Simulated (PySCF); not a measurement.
## Two-component Hartree-Fock for Zr¹⁷⁺ (zirconium, charge +17)

Start: [Ar] 3d5; 3d3/2 filled at m_j = -3/2, -1/2, +1/2, +3/2; 3d5/2 filled at m_j = +5/2. Calculated with PySCF 2.14 in an even-tempered Gaussian basis (17 s from 1.7 bohr⁻², ratio 2.8; 12 p from 2.2 bohr⁻², ratio 2.8; 8 d from 2.2 bohr⁻², ratio 2.8; 4 f from 8.5 bohr⁻², ratio 3): generalised Hartree-Fock with the X2C-1e Hamiltonian and a Gaussian nucleus; one run each with spin-orbit coupling (SO) switched off, then screened by Boettger's factors.

```csv
spinor shell,electrons,"ε, spin-free (eV)","ε, screened SO (eV)",weight of nominal j (screened SO),"rms radius, screened SO (bohr)"
1s1/2,2,-18646.4,-18645.6,1.000,0.0426
2s1/2,2,-3120.6,-3120.4,1.000,0.175
2p1/2,2,-2836.8,-2897.8,0.992,0.153
3s1/2,2,-923.69,-923.62,1.000,0.462
3p1/2,2,-825.74,-846.70,0.756,0.456
3p3/2,4,-825.74,-815.55,0.878,0.464
3d3/2,4,-695.36,-695.66,0.587,0.428
3d5/2,1,-695.36,-693.88,1.000,0.430
```

Problem. Where does 2p3/2 lie, and what is the 2p spin-orbit splitting (screened SO)?

Solution. At -2807.9 eV, 89.851 eV above 2p1/2.

```
   quantity    spin-free  screened SO
E (hartree)  -3453.33087  -3453.69672
        M_J          5/2          5/2
       ⟨J²⟩        8.751        8.751
       ⟨L²⟩        0.000        0.081
       ⟨S²⟩        8.751        8.569
```

Each row is a mean over spinors that exchange with the open shell spreads, by up to 30.463 eV (3p3/2).

Rows whose weight is well below 1 are mixtures of j = l ± 1/2: exchange outweighs spin-orbit coupling there, and the label is only the starting occupation.

Breit and QED terms are absent; they matter most for the inner s and p1/2 levels.

Densities and radii are taken from the X2C orbitals without a picture-change correction, which distorts them close to the nucleus.

Without spin-orbit coupling the j labels of p, d and f shells carry no meaning; the spin-free column gives the mean over the occupied spinors of each nl shell.
